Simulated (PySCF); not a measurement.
## Correlation energy of F³⁺ (fluorine, charge +3)

[He] 2s2 2p2, high-spin 3P determinant. All numbers are calculated (PySCF 2.14, no relativity, point nucleus, in aug-cc-pV5Z (7s6p5d4f3g2h, 127 functions)). Frozen: 1s2; 4 electrons correlated.

MP2 pair energies summed by pair of shells (mhartree):

```
 pair  energy  share (%)
2s-2p  -54.51       60.8
2s-2s  -26.66       29.7
2p-2p   -8.49        9.5
```

Total MP2 correlation energy: -89.66 mhartree.

Same-spin part -15.27 and opposite-spin part -74.39 mhartree; SCS-MP2 scales them by 1/3 and 6/5 to -94.36 mhartree.
